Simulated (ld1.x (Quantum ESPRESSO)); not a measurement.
Mg: excitation energies, all-electron against TM

- Element: magnesium (Mg)
- Generator: ld1.x (Quantum ESPRESSO) 7.5
- Type: norm-conserving Troullier–Martins (Kleinman–Bylander form)
- Functional: PBE
- Relativity: scalar-relativistic
- Frozen core: [He] 2s2
- Valence charge: 8
- Reference configuration: 2p6 3s1 3p1
- Partial waves: 2p (bound): rc 1.15 bohr; 3s (bound): rc 2.75 bohr
- Local potential: the s channel
- Core correction: none

Occupied shells without a wave of their own: 3p. They enter only through the test configuration that unscreens the potential.

Energies are relative to the spin-unpolarised reference configuration 2p6 3s1 3p1; without spin polarisation the order of configurations can differ from experiment.

```csv
valence configuration,charge,ΔE all-electron (eV),error AE − PS (meV)
2p6 3s2 3p0,0,-3.491,+364
2p6 3s1 3p0,+1,4.469,+853
2p6 3s0 3p0,+2,19.495,+1475
2p6 3s0 3p1,+1,8.837,+39
2p6 3s1.5 3p0,+0.5,-0.347,+593
2p6 3s0 3p2,0,3.692,-606
```

**Question.** What are ΔE and the potential's error for 2p5 3s2 3p0?

**Answer.** ΔE = 55.051 eV all-electron; the error (AE − PS) is +770 meV.

Levels in the configuration 2p6 3s0 3p1:

```csv
level,all-electron (eV),pseudo (eV)
2p,-57.480,-57.628
3p,-7.808,-6.857
```

These tests converged, but a pseudo level misses the all-electron one widely, so the file describes the atom poorly there or has found another state: 2p6 3s0 3p0: empty 3p by 2.3 eV; 2p5 3s2 3p0: empty 3p by 2.2 eV. ld1.x printed “convergence not achieved” for 1 of the counted tests; its residual had stalled under 1e-8, short of the target of 1e-14. The 3p level has no wave, so the channel is fitted at the deeper level alone: the likely source of the large errors.

The potential misses its own reference levels by up to 0.5 eV.
